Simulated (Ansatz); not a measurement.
CH₉FN₂OSi₂ (`CO[Si@@H](N)[Si@H](N)F`), relaxed with RKS PBE0-D4/def2-TZVP in Ansatz 0.2.0 from a PBE-D4/def2-SVP geometry. The force threshold is 0.005 eV/Å; the program also tests the step.

The species carries charge 0 and has multiplicity 1.

Start:

```xyz
16

C    -1.688   -0.719    1.194
O    -1.369   -1.290   -0.061
Si   -0.365   -0.519   -1.176
N    -0.962    1.059   -1.597
Si    1.766    0.049   -0.322
N     1.741    0.130    1.409
F     2.070    1.523   -1.045
H    -2.610   -1.201    1.585
H    -0.872   -0.888    1.935
H    -1.879    0.378    1.120
H    -0.333   -1.534   -2.285
H    -1.771    1.203   -2.205
H    -0.270    1.807   -1.695
H     2.933   -0.829   -0.679
H     0.991    0.633    1.889
H     2.618    0.199    1.933
```

| step | energy (eV) | largest force (eV/Å) | largest move (Å) |
| --- | --- | --- | --- |
| 1 | -24675.6676 | 1.178 | 0.000 |
| 2 | -24675.7612 | 0.770 | 0.081 |
| 3 | -24675.7911 | 0.162 | 0.046 |
| 4 | -24675.7960 | 0.099 | 0.037 |
| 5 | -24675.7984 | 0.105 | 0.029 |
| 6 | -24675.7992 | 0.045 | 0.018 |
| 7 | -24675.7994 | 0.024 | 0.006 |
| 8 | -24675.7995 | 0.009 | 0.004 |
| 9 | -24675.7995 | 0.009 | 0.013 |
| 10 | -24675.7997 | 0.014 | 0.032 |
| 11 | -24675.7997 | 0.072 | 0.086 |
| 14 | -24675.8010 | 0.033 | 0.019 |
| 17 | -24675.8030 | 0.112 | 0.013 |
| 20 (rejected) | -24675.8031 | 0.304 | 0.196 |
| 23 | -24675.8084 | 0.062 | 0.098 |
| 26 | -24675.8120 | 0.091 | 0.073 |
| 29 | -24675.8199 | 0.183 | 0.058 |
| 32 | -24675.8383 | 0.201 | 0.155 |
| 35 | -24675.8470 | 0.092 | 0.096 |
| 38 | -24675.8553 | 0.050 | 0.095 |
| 41 | -24675.8592 | 0.043 | 0.053 |
| 44 | -24675.8604 | 0.028 | 0.026 |
| 47 | -24675.8606 | 0.015 | 0.023 |
| 50 | -24675.8607 | 0.005 | 0.003 |
| 51 | -24675.8607 | 0.001 | 0.001 |

End:

```xyz
16

C    -1.779   -0.180    1.146
O    -1.237   -1.064    0.194
Si   -0.264   -0.545   -1.042
N    -0.903    0.683   -2.042
Si    1.701    0.346   -0.118
N     2.098   -0.568    1.258
F     1.378    1.903    0.200
H    -2.316   -0.767    1.894
H    -1.002    0.404    1.656
H    -2.482    0.523    0.685
H    -0.071   -1.776   -1.845
H    -1.642    0.530   -2.708
H    -0.770    1.658   -1.832
H     2.906    0.399   -0.985
H     1.394   -1.023    1.815
H     2.988   -0.522    1.725
```

Run time 89 s (3 threads of an AMD EPYC 7R13 on a shared host and a share of an NVIDIA H100 80 GB); peak host memory 0.94 GiB.
